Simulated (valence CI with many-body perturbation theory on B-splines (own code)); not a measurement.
Sr33+: magnetic and hyperfine properties of the levels

Calculated by configuration interaction combined with many-body perturbation theory (CI+MBPT): three valence electrons over a frozen Dirac-Fock core [He], a basis of 11 s, 11 p, 10 d, 8 f, 5 g, 2 h functions for each j, with the one-electron correlation potential Σ1 (screened to all orders), the two-electron term Σ2, the three-electron term Σ3, Breit, model QED; selected single and double excitations, second order for the rest, scaled by the run's own slope (own B-spline code, finite nucleus).

The last digits are not significant, and no measured levels were compared; by estimate large intervals hold to a few tenths of a per cent, small ones and those within an open d or f shell to about a per cent.

A/g_I is the dipole constant over the nuclear g factor μ/I (μ in nuclear magnetons, uniformly magnetised nucleus), B/Q the quadrupole constant per barn. Both hold the static response of the core; the bare values leave it out. Large factors of s and p1/2 electrons are usually good to 5 to 10 %; those of open d and f shells near neutrality can be off by tens of per cent, and small factors of p3/2, d and f electrons come from cancelling terms and can be off by a factor of two or in sign, in half-filled shells by more. B is blank for J = 1/2, where it vanishes, and for nearly pure S terms. Energies count from the lowest level.

Levels are named by their leading jj configuration (3d3/2^4 stands for four electrons in 3d with j = 3/2), which in mixed levels can hold well under half, so a name can repeat and another be missing. Letters in brackets count levels of one name in rising energy.

```
                     Level  E (eV)      g  A/g_I (MHz)  A/g_I bare  B/Q (MHz/b)  B/Q bare
        (2s^2 2p1/2) J=1/2     0.0  0.654       575000      570000                       
        (2s^2 2p3/2) J=3/2    77.3  1.325       101000      104000       187000    188000
        (2s 2p1/2^2) J=1/2    94.6  2.448      1480000     1460000                       
(2s 2p1/2 2p3/2) J=3/2 [a]   146.7  1.698       462000      460000       150000    150000
    (2s 2p1/2 2p3/2) J=5/2   166.2  1.450       513000      510000         1850      1900
(2s 2p1/2 2p3/2) J=3/2 [b]   201.8  0.905       -17300      -11300       177000    177000
    (2s 2p1/2 2p3/2) J=1/2   209.6  1.108      -210000     -202000                       
        (2s 2p3/2^2) J=5/2   243.9  1.333       460000      456000       186000    186000
        (2s 2p3/2^2) J=1/2   291.8  1.753      1710000     1670000                       
        (2s 2p3/2^2) J=3/2   293.1  1.238      -204000     -192000      -102000   -103000
     (2p1/2^2 2p3/2) J=3/2   311.8  1.510        68600       78900       133000    133000
     (2p1/2 2p3/2^2) J=3/2   372.4  1.339        13700       21100        70700     70900
     (2p1/2 2p3/2^2) J=5/2   385.7  1.191       190000      193000        -1110     -1110
     (2p1/2 2p3/2^2) J=1/2   412.0  0.654       577000      568000                       
           (2p3/2^3) J=3/2   473.6  1.261        99900      105000      -201000   -202000
           (2s^2 3s) J=1/2  2368.7  1.998       523000      515000                       
        (2s^2 3p1/2) J=1/2  2404.5  0.668       160000      159000                       
        (2s^2 3p3/2) J=3/2  2426.0  1.341        94800       94800        54100     54200
   (2s 2p1/2 3s) J=1/2 [a]  2439.0  2.486      1050000     1040000                       
       (2s 2p1/2 3s) J=3/2  2450.9  1.622       846000      834000       -75700    -75900
        (2s^2 3d3/2) J=3/2  2457.5  0.798        29800       29500        10800     11000
   (2s 2p1/2 3s) J=1/2 [b]  2462.2  0.745       753000      743000                       
        (2s^2 3d5/2) J=5/2  2464.3  1.197         9570        9540        14600     14900
(2s 2p1/2 3p1/2) J=1/2 [a]  2469.7  0.228      -121000     -117000                       
    (2s 2p1/2 3p1/2) J=3/2  2480.4  1.189       761000      750000       -64800    -65000
(2s 2p1/2 3p1/2) J=1/2 [b]  2496.4  2.149      1670000     1640000                       
(2s 2p1/2 3p3/2) J=3/2 [a]  2498.4  1.437       126000      126000        42800     42900
    (2s 2p1/2 3p3/2) J=1/2  2507.2  1.157      -646000     -635000                       
    (2s 2p1/2 3p3/2) J=5/2  2508.5  1.371       449000      444000       -10400    -10500
(2s 2p1/2 3p3/2) J=3/2 [b]  2512.6  1.234       246000      244000        59800     59900
       (2s 2p3/2 3s) J=5/2  2514.6  1.590       519000      514000       187000    187000
(2s 2p1/2 3d3/2) J=3/2 [a]  2520.2  0.520      -168000     -164000        19700     19900
   (2s 2p3/2 3s) J=3/2 [a]  2528.2  1.383       569000      564000       139000    140000
    (2s 2p1/2 3d3/2) J=5/2  2528.7  1.085       248000      244000       -18200    -18100
(2s 2p1/2 3d5/2) J=5/2 [a]  2536.4  1.358       297000      292000         1900      2030
(2s 2p1/2 3d3/2) J=3/2 [b]  2539.7  1.302       227000      223000        33100     33200
    (2s 2p1/2 3d3/2) J=1/2  2540.1  0.334      -692000     -682000                       
    (2s 2p1/2 3d5/2) J=7/2  2541.9  1.267       317000      313000       -57000    -57000
    (2s 2p1/2 3d5/2) J=3/2  2551.3  0.994      -174000     -172000         6640      6770
(2s 2p1/2 3d5/2) J=5/2 [b]  2552.9  1.026        65500       65100        49000     49300
```

Task: Take the isotope of mass number 87, with I = 9/2, μ = -1.09316 μN and Q = 0.305 b. What is the hyperfine structure of (2s 2p1/2^2) J=1/2?

Result: From the table A = -361000 MHz. Shifts from the centre of gravity in MHz: F = 4: 993000, F = 5: -812000.
